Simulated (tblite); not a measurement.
C6H7ClGe.
SMILES with atom numbers: `[CH:1]#[C:2][C:3]1=[CH:4][Ge@@H:5]([CH2:6][Cl:7])[CH2:8]1` (hydrogens: H9 on C1; H10 on C4; H11 on Ge5; H12, H13 on C6; H14, H15 on C8)

Computed with GFN2-xTB (tblite), gas phase: L-BFGS steps from a force-field or distance-geometry start until the largest atomic force falls under 0.01 eV/Å.

At the end of the run (lengths in Å): Ge5–C8 2.011, Ge5–C6 2.001, C2–C3 1.404, C3=C4 1.346, C6–H13 1.086, C4–Ge5 1.966, C8–H15 1.089, C4–C3–C8 109.0°, C3–C8–Ge5 86.4°, C2–C3–C8 122.6°, C4–Ge5–C6 119.4°, C2–C3–C4–Ge5 180°, C3–C4–Ge5–C6 -110°, C4–Ge5–C6–Cl7 163°, H12–C6–Ge5–C4 46°, H11–Ge5–C6–Cl7 -55°.

**Question.** These geometries were met on the way; a selection of coordinates is given. Order them by energy above the end point, lowest first.
A. Ge5–C8 2.018, Ge5–C6 2.010, C2–C3 1.412, C3=C4 1.358, C6–H13 1.087, C4–Ge5 1.933, C8–H15 1.103, C4–C3–C8 108.2°, C3–C8–Ge5 85.5°, C2–C3–C8 122.9°, C4–Ge5–C6 113.5°, C2–C3–C4–Ge5 -179°, C3–C4–Ge5–C6 -104°, C4–Ge5–C6–Cl7 154°, H12–C6–Ge5–C4 36°, H11–Ge5–C6–Cl7 -58°
B. Ge5–C8 1.987, Ge5–C6 1.998, C2–C3 1.401, C3=C4 1.351, C6–H13 1.089, C4–Ge5 1.959, C8–H15 1.095, C4–C3–C8 109.0°, C3–C8–Ge5 85.9°, C2–C3–C8 123.7°, C4–Ge5–C6 113.4°, C2–C3–C4–Ge5 -179°, C3–C4–Ge5–C6 -105°, C4–Ge5–C6–Cl7 155°, H12–C6–Ge5–C4 38°, H11–Ge5–C6–Cl7 -60°
C. Ge5–C8 1.941, Ge5–C6 1.956, C2–C3 1.451, C3=C4 1.345, C6–H13 1.092, C4–Ge5 1.965, C8–H15 1.062, C4–C3–C8 100.6°, C3–C8–Ge5 92.6°, C2–C3–C8 126.1°, C4–Ge5–C6 111.5°, C2–C3–C4–Ge5 179°, C3–C4–Ge5–C6 -106°, C4–Ge5–C6–Cl7 155°, H12–C6–Ge5–C4 35°, H11–Ge5–C6–Cl7 -60°
D. Ge5–C8 2.009, Ge5–C6 1.996, C2–C3 1.426, C3=C4 1.360, C6–H13 1.064, C4–Ge5 1.950, C8–H15 1.082, C4–C3–C8 104.7°, C3–C8–Ge5 88.6°, C2–C3–C8 123.8°, C4–Ge5–C6 111.9°, C2–C3–C4–Ge5 -179°, C3–C4–Ge5–C6 -104°, C4–Ge5–C6–Cl7 154°, H12–C6–Ge5–C4 35°, H11–Ge5–C6–Cl7 -58°
E. Ge5–C8 1.814, Ge5–C6 1.952, C2–C3 1.427, C3=C4 1.390, C6–H13 1.119, C4–Ge5 1.933, C8–H15 1.105, C4–C3–C8 95.2°, C3–C8–Ge5 98.5°, C2–C3–C8 132.0°, C4–Ge5–C6 111.6°, C2–C3–C4–Ge5 179°, C3–C4–Ge5–C6 -107°, C4–Ge5–C6–Cl7 157°, H12–C6–Ge5–C4 37°, H11–Ge5–C6–Cl7 -62°

**Answer.** B (0.072 eV), A (0.148 eV), D (0.349 eV), C (0.605 eV), E (1.108 eV).

| step | E above end (eV) | rms distance from the end, all atoms (Å) | largest force (eV/Å) | rms shift of all bonds from the end (Å) |
| --- | --- | --- | --- | --- |
| 7 | 0.072 | 0.152 | 0.407 | 0.009 |
| 5 | 0.148 | 0.161 | 0.773 | 0.012 |
| 3 | 0.349 | 0.183 | 1.022 | 0.015 |
| 1 | 0.605 | 0.202 | 1.941 | 0.028 |
| 0 | 1.108 | 0.211 | 5.953 | 0.057 |

Rows stand in the order of the answer.
